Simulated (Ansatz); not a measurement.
```yaml
crystal:
  periodic: [false, false, false]
  atoms:
    - {symbol: O, position_ang: [0.891647, 1.297447, 0.926914]}
    - {symbol: B, position_ang: [0.328384, 0.383227, 0.223708]}
    - {symbol: O, position_ang: [0.814475, -0.984575, 1.109124]}
    - {symbol: B, position_ang: [-0.756322, 0.080938, -1.117508]}
    - {symbol: S, position_ang: [-1.043627, -1.424819, -1.715121]}
    - {symbol: H, position_ang: [0.511096, 2.282851, 0.340211]}
    - {symbol: H, position_ang: [1.217669, -0.626840, 1.825303]}
    - {symbol: H, position_ang: [-0.921827, 1.156084, -1.850676]}
    - {symbol: H, position_ang: [-0.475621, -2.402752, -0.497078]}
basis:
  gaussian: {orbitals: x2c-TZVPPall}
magnetization: {spin_polarized: true, initial_magnetization: 2}
hamiltonian: {xc: {name: LC-wPBE}}
scf: {lower_state_search: off}
```

```sh
$ ansatz run in.yaml --threads 2 --pin off --events-out ev --progress --plain --max-ram 4352MiB
```

Shortened log:

```
Functional definition: LC-wPBE
1170 factors; their error is unknown
377 factors; integrals over basis functions are off by at most 2.9e-5 eV
mean field evaluation 1: about -16363.4214 eV, gradient 4.6e1 eV
mean field evaluation 2: about -16358.0916 eV, gradient 6.2e1 eV
mean field evaluation 4: about -16371.4887 eV, gradient 3.3e0 eV
mean field evaluation 8: about -16371.5893 eV, gradient 1.9e-1 eV
mean field evaluation 16: about -16371.5713 eV, gradient 1.4e-2 eV
mean field evaluation 32: about -16371.5714 eV, gradient 3.4e-5 eV
mean field -16371.57135712 eV, -601.6441503246 hartree, gradient 9.0e-6 eV, S^2 2.016387; 0 other end points of the search recorded, 0 dependent functions left out
reference -16371.57135713 eV, -601.6441503249 hartree; 24, 22 occupied and 198, 200 virtual orbitals, 1170 factors
Total energy: -16371.57135713 eV, -601.6441503249 hartree
Relativity: scalar
Checks for a lower state left out: stability, starts, cluster_reference, orbital_swaps, neighbouring_geometries, increment
```

Run time 4.6 s (2 threads of an Arm Neoverse V2 on a shared host); peak host memory 0.37 GiB.
